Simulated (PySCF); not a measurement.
## Two-dimensional NMR puzzle

Compound of formula C₅H₁₂O₄Si. Correlations simulated from computed shifts and the bond graph:

HSQC (one-bond C–H):
```tsv
δH	δC
3.97	53.2
3.86	51.1
0.05	-3.3
```

HMBC (two and three bonds, from the bond graph):
```tsv
δH	δC
3.86	189.3
0.05	189.3
```

Carbons without hydrogens: δ 189.3.

Computed data (PySCF 2.14.0 with density-fitted response routines): shielding tensors at PBE0/pcSseg-1 (GIAO), structure optimised with GFN2-xTB. Non-relativistic Hamiltonian, single conformer, rapidly exchanging positions averaged, isolated molecule.

References, each an isolated molecule treated in the same way: TMS for 1H (σref 31.72) and 13C (σref 186.93).

Exchangeable hydrogens are left out of these lists.

Question: Assemble the structure.

Answer: `COC(=O)[Si](C)(OC)OC`.

Structure with atom numbers: `[CH3:1][O:2][C:3](=[O:4])[Si:5]([CH3:6])([O:7][CH3:8])[O:9][CH3:10]`. Each H is labelled by its parent atom.

- δC 189.3 is C3, a carbonyl carbon.
- δC 53.2 is C8/C10, a methyl carbon bonded to O (δH 3.97).
- δC 51.1 is C1, a methyl carbon bonded to O (δH 3.86).
- δC -3.3 is C6, a methyl carbon bonded to Si (δH 0.05).
- HMBC from δH 3.86 reaches the proton-free carbon C3.
- HMBC from δH 0.05 reaches the proton-free carbon C3.

This is the structure that produced the data.

Shifts are as computed. Against solution values, carbons near 30 ppm lie about +3 ppm off and those near 130 ppm about +5 ppm. Of 1211 compounds with measured shifts, 218 miss one by over three times the rms of a fit or turn the order of signals round; such compounds aren't used in these exercises.
